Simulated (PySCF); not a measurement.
CH3F5Si2, SMILES F[SiH](F)C[Si](F)(F)F. Atoms are numbered in the order given.

```xyz
11

Si    -1.7423     0.1814     0.1022
F     -1.3700     1.6045    -0.5706
F     -3.0476    -0.3803    -0.6689
C     -0.3214    -0.9862    -0.1917
Si     1.3375    -0.2715     0.1634
F      2.3813    -1.3843     0.6654
F      1.2266     0.8291     1.3326
F      1.9759     0.4414    -1.1227
H     -2.0857     0.3853     1.5206
H     -0.4650    -1.8844     0.4336
H     -0.3489    -1.3140    -1.2452
```

Geometry: B3LYP-D3(BJ)/def2-SVP. The structure was generated by enumeration, and PubChem lists no compound with its InChIKey, so it may never have been made. One conformer was computed; it need not be the lowest.

The numbers are results of SMD-PBE0/6-31G* run with PySCF, not measurements.

Solvation free energies are E(SMD) − E(gas) at the gas-phase geometry, for 1 M in both phases. In vacuum the dipole moment is 2.29 D.

Problem. Estimate the solvation free energies in water, diethylether, acetonitrile. (The exact figures need the calculation; the answer reports its results.)

Solution. 
```json
[
 {"solvent": "water", "ΔG(solv) (kcal/mol)": "-1.3", "its non-electrostatic (CDS) part": "5.0", "dipole (D)": "2.92"},
 {"solvent": "diethylether", "ΔG(solv) (kcal/mol)": "-4.2", "its non-electrostatic (CDS) part": "0.1", "dipole (D)": "2.70"},
 {"solvent": "acetonitrile", "ΔG(solv) (kcal/mol)": "-5.0", "its non-electrostatic (CDS) part": "1.1", "dipole (D)": "2.90"}
]
```
